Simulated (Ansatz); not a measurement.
Start from `C[NH][InH2]` and change one atom or group to get `C[N]([GeH3])[InH2]`.

Ansatz, PBE0-D4/def2-TZVP geometries, multiplicity 1. 

Elements past krypton have def2 core potentials. Scalar relativity is left out up to krypton.

| property | `C[NH][InH2]` |
| --- | --- |
| HOMO energy (PBE0/def2-TZVPP) / eV | -6.31 |
| HOMO–LUMO gap (B3LYP/def2-TZVPP) / eV | 4.75 |
| HOMO–LUMO gap (ωB97M-V/def2-TZVPP) / eV | 8.87 |
| LUMO energy (B3LYP/def2-TZVPP) / eV | -1.38 |
| LUMO energy (PBE0/def2-TZVPP) / eV | -1.11 |
| HOMO–LUMO gap (PBE0/def2-TZVPP) / eV | 5.20 |

Problem. Give the same properties after the change, and the shifts. (An estimate is asked.)

Solution. Ansatz gave: 
| property | `C[N]([GeH3])[InH2]` | shift |
| --- | --- | --- |
| HOMO energy (PBE0/def2-TZVPP) / eV | -6.48 | -0.17 |
| HOMO–LUMO gap (B3LYP/def2-TZVPP) / eV | 4.71 | -0.04 |
| HOMO–LUMO gap (ωB97M-V/def2-TZVPP) / eV | 8.77 | -0.10 |
| LUMO energy (B3LYP/def2-TZVPP) / eV | -1.59 | -0.21 |
| LUMO energy (PBE0/def2-TZVPP) / eV | -1.33 | -0.22 |
| HOMO–LUMO gap (PBE0/def2-TZVPP) / eV | 5.15 | -0.05 |

With PBE0 the HOMO falls by 0.17 eV and the LUMO falls by 0.22 eV, so the gap narrows by about 0.05 eV. PBE moves the HOMO by -0.20 eV and ωB97M-V by -0.11 eV. The zero-point energy changes by 34.9 kJ/mol with +9 modes.

B3LYP here is the variant with VWN-RPA as its local correlation; programs differ in this.
